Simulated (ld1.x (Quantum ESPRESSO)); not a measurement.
## Li, PAW: configuration errors across variants

Li (Z = 3), PAW, made with ld1.x (Quantum ESPRESSO) 7.5 (PBEsol, scalar-relativistic). Core none, reference 1s2 2s0.75 2p0.25. Waves: 1s (bound): rcut 0.90, rcutus 1.10 bohr; 2s (bound): rcut 0.90, rcutus 1.10 bohr; 2p (bound): rcut 3.60, rcutus 4.75 bohr; 2p channel at 0.6 Ry: rcut 3.60, rcutus 4.75 bohr; 3d channel at 0.35 Ry: rcut 3.05, rcutus 3.95 bohr. Local part: all-electron potential smoothed inside 1.40 bohr (lloc = -1). Core correction: none. Augmentation charge: BESSEL, radius 0.75 bohr.

All-electron excitation energies from the reference (eV): (1) 1s2 2s1 2p0 -0.441; (2) 1s2 2s0 2p0 4.745; (3) 1s2 2s0.5 2p0 1.572; (4) 1s1 2s1 2p0 67.336; (5) 1s2 2s0 2p1 1.320.

The overlap operator is not positive definite (basis up to 400 Ry) in “base”, “local potential all-electron potential smoothed inside 0.90 bohr (lloc = -1)”, “waves 1s (bound): rcut 0.68, rcutus 0.72 bohr; 2s (bound): rcut 0.68, rcutus 0.72 bohr”, “all radii scaled by about 0.86 (s 0.94, p 4.08, d 3.38 bohr, rcut 0.78/3.08/2.62); local potential all-electron potential smoothed inside 1.20 bohr (lloc = -1); augmentation BESSEL, radius 0.64 bohr”. Such files are unfit for use, however small their errors in these radial tests.

2 further variants failed, have other tests or another functional or relativity, and are left out.

Errors AE − PS in meV (a dash: test not solved or not reliable):

| change | (1) | (2) | (3) | (4) | (5) | bound ghosts |
| --- | --- | --- | --- | --- | --- | --- |
| base | +0.4 | +0.3 | -0.1 | -63 | -3.3 | not determined (overlap not positive) |
| local potential all-electron potential smoothed inside 0.90 bohr (lloc = -1) | +0.4 | +0.3 | 0.0 | -61 | -3.7 | not determined (overlap not positive) |
| waves 1s (bound): rcut 0.68, rcutus 0.72 bohr; 2s (bound): rcut 0.68, rcutus 0.72 bohr | +0.5 | +0.4 | +0.1 | -53 | -2.1 | not determined (overlap not positive) |
| all radii scaled by about 0.86 (s 0.94, p 4.08, d 3.38 bohr, rcut 0.78/3.08/2.62); local potential all-electron potential smoothed inside 1.20 bohr (lloc = -1); augmentation BESSEL, radius 0.64 bohr | +0.1 | +0.3 | +0.1 | -25 | -13 | not determined (overlap not positive) |

(1) Give the same row for: local potential all-electron potential smoothed inside 4.90 bohr (lloc = -1).

Answers

(1) –, –, –, –, –; bound ghosts: none. Not counted: 1s2 2s0.5 2p0 (solver errors, printed error -85.9 eV); 1s2 2s0 2p0 (solver errors, printed error -76.2 eV); 3 more.
